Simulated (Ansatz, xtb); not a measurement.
## Two isomers of C6H5NO

Structure X is `C#C[C@@H]1CO[C@@H]1C#N`, a singlet and structure Y is `C#C[C@@H]1CO[C@H]1C#N`, a singlet. Both are isolated molecules in the gas phase, relaxed with PBE0-D3(BJ)/def2-SVP.

Quicker runs give these differences E(Y) − E(X): GFN2-xTB −0.70 kcal/mol; HF/STO-3G −0.52 kcal/mol (at GFN2-xTB geometries); r2SCAN-D4/def2-SVP −0.62 kcal/mol (at GFN2-xTB geometries).

Question: Estimate E(Y) − E(X) at the level CCSD(T)/def2-SVP + ΔMP2/def2-TZVPP.

Answer: CCSD(T)/def2-SVP + ΔMP2/def2-TZVPP gives E(Y) − E(X) = −0.51 kcal/mol, slightly favouring structure Y, which is too small a margin to settle the true order.

Level by level:

| level | geometry | E(Y) − E(X) (kcal/mol) | departure from the last row (kcal/mol) | job, with rough time for the two |
| --- | --- | --- | --- | --- |
| GFN2-xTB | GFN2-xTB | −0.70 | −0.20 | optimisation, 0.23 s |
| HF/STO-3G | GFN2-xTB | −0.52 | −0.01 | single point, 0.69 s |
| r2SCAN-D4/def2-SVP | GFN2-xTB | −0.62 | −0.11 | single point, 7.8 s |
| PBE0-D3(BJ)/def2-SVP | PBE0-D3(BJ)/def2-SVP | −0.51 | −0.01 | optimisation, 95 s |
| HF/def2-SVP | PBE0-D3(BJ)/def2-SVP | −1.19 | −0.68 | part of the CCSD(T) run |
| MP2/def2-SVP | PBE0-D3(BJ)/def2-SVP | −0.34 | +0.17 | part of the CCSD(T) run |
| CCSD(T)/def2-SVP | PBE0-D3(BJ)/def2-SVP | −0.61 | −0.11 | single point |
| CCSD(T)/def2-SVP + ΔMP2/def2-TZVPP | PBE0-D3(BJ)/def2-SVP | −0.51 |  | single point, 2.8 min |

As drawn, both hold the same kinds of bond in the same numbers.

The largest departure from CCSD(T)/def2-SVP + ΔMP2/def2-TZVPP is that of HF/def2-SVP, 0.68 kcal/mol. The last row adds to CCSD(T) the change of the MP2 difference between the two basis sets, here +0.11 kcal/mol.

With thermal terms from frequencies at re-optimised GFN2-xTB minima (ideal gas, soft modes damped towards free rotors, one conformer each, 298.15 K, 1 atm): on the last row, ΔE + ΔZPE = −0.49, ΔH = −0.50, ΔG = −0.52 kcal/mol.

The correlated steps freeze 8 core orbitals. Run with Ansatz 0.2.0, xtb 6.7.1; the last row on 2 threads of Arm Neoverse V1 on a shared host.
